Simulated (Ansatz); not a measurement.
Ansatz (a program for electronic structure) input (CCSD(T)/aug-cc-pVDZ):

Ansatz 0.2 input:
```yaml
crystal:
  periodic: [false, false, false]
  atoms:
    - {symbol: O, position_ang: [1.12597235, 0.31349809, -0.45928207]}
    - {symbol: B, position_ang: [0.00766325, -0.00083978, 0.02086262]}
    - {symbol: O, position_ang: [-1.16366227, -0.30936783, 0.35667418]}
    - {symbol: H, position_ang: [2.03405412, -0.00587611, -0.34018973]}
    - {symbol: H, position_ang: [-1.77085104, -0.02296707, 1.05673972]}
basis:
  gaussian:
    orbitals: aug-cc-pVDZ
total_charge: 1
magnetization: {spin_polarized: false}
correlation: {method: ccsd_t, electrons: outside_noble_gas}
output: {forces: true}
```

End of the output:

```
integrals: 0.08 GiB planned
834 factors; integrals over basis functions are off by at most 5.8e-4 eV
mean field: 0.18 GiB planned
mean field evaluation 1: about -4766.0118 eV, gradient 6.6e1 eV
mean field evaluation 2: about -4766.0121 eV, gradient 6.6e1 eV
mean field evaluation 4: about -4773.0648 eV, gradient 2.4e0 eV
mean field evaluation 8: about -4773.0866 eV, gradient 3.0e-4 eV
mean field evaluation 16: about -4773.0849 eV, gradient 1.8e-1 eV
mean field -4773.08659050 eV, -175.4076968867 hartree, gradient 7.4e-7 eV, S^2 0.000000; 0 other end points of the search recorded, 0 dependent functions left out
3 core orbitals not correlated
reference -4773.08659050 eV, -175.4076968867 hartree; 8, 8 occupied and 76, 76 virtual orbitals, 834 factors
densities: 0.39 GiB planned
second order -12.31750470 eV of doubles, -0.00000000 eV of singles
coupled cluster: 0.27 GiB planned
cycle   1  -12.24863164 eV  change    6.9e-2 eV  update   8.5e-2
cycle   2  -12.52378455 eV  change   -2.8e-1 eV  update   2.3e-2
cycle   3  -12.60344001 eV  change   -8.0e-2 eV  update   1.3e-2
cycle   4  -12.59566020 eV  change    7.8e-3 eV  update   2.3e-3
cycle   5  -12.59450635 eV  change    1.2e-3 eV  update   8.3e-4
cycle   6  -12.59490631 eV  change   -4.0e-4 eV  update   2.0e-4
cycle   7  -12.59480145 eV  change    1.0e-4 eV  update   6.5e-5
cycle   8  -12.59476184 eV  change    4.0e-5 eV  update   2.2e-5
cycle   9  -12.59476536 eV  change   -3.5e-6 eV  update   8.9e-6
perturbative correction -0.36889292 eV, -0.0135565647 hartree
the calculation of the forces begins
Total energy: -4786.05024878 eV, -175.8841025413 hartree
Atom 0 at     1.125972     0.313498    -0.459282 Å, force     0.826146     0.431571    -0.552540 eV/Å
Atom 1 at     0.007663    -0.000840     0.020863 Å, force     0.101143    -0.011084     0.275355 eV/Å
Atom 2 at    -1.163662    -0.309368     0.356674 Å, force    -0.998375    -0.412697     0.083659 eV/Å
Atom 3 at     2.034054    -0.005876    -0.340190 Å, force     0.034449    -0.108586     0.092951 eV/Å
Atom 4 at    -1.770851    -0.022967     1.056740 Å, force     0.036637     0.100796     0.100575 eV/Å
Dipole moment:     0.132905    -0.014564     0.361823 e Å
```
